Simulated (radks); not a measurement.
Results of a calculation; reference values are marked as such.
Fractional charge and spin in the 3d shell of arsenic: the spin-up occupation runs from 4 to 5 and the spin-down occupation from 4 to 5; the fullest corner is As3+, [Ar] 4s2 3d(up 5, down 5). Level of theory: scalar-relativistic Kohn-Sham, PBE, spin-polarised, spherical densities, finite nucleus; Fermi nuclear charge, rms radius of each element as measured or else 0.836 A^(1/3) + 0.57 fm (a radial shooting solver on a logarithmic mesh with Libxc functionals). Energy (eV) above the fullest corner. The planes named below are the two flat planes that join the four corners, with an edge along up + down = one added electron.

down \ up,4,4.25,4.5,4.75,5
4,203.884,172.166,142.245,114.088,87.664
4.25,172.166,142.341,114.276,87.941,63.303
4.5,142.245,114.276,88.034,63.484,40.595
4.75,114.088,87.941,63.484,40.684,19.506
5,87.664,63.303,40.595,19.506,0.000

Corners above the fullest one (they belong to As4+ and the next ion): (up 5, down 4) 87.664 eV, (up 4, down 5) 87.664 eV, (up 4, down 4) 203.88 eV. With half an added electron in each spin the energy lies 0.369 eV from the planes, and with half an added electron in spin up alone -3.529 eV. The planes are only a guide here: the flat-plane condition holds for ground states with one frontier orbital, while this shell lies below other occupied shells, so the corners above the fullest one are inner-hole states and not the ground states of those ions.
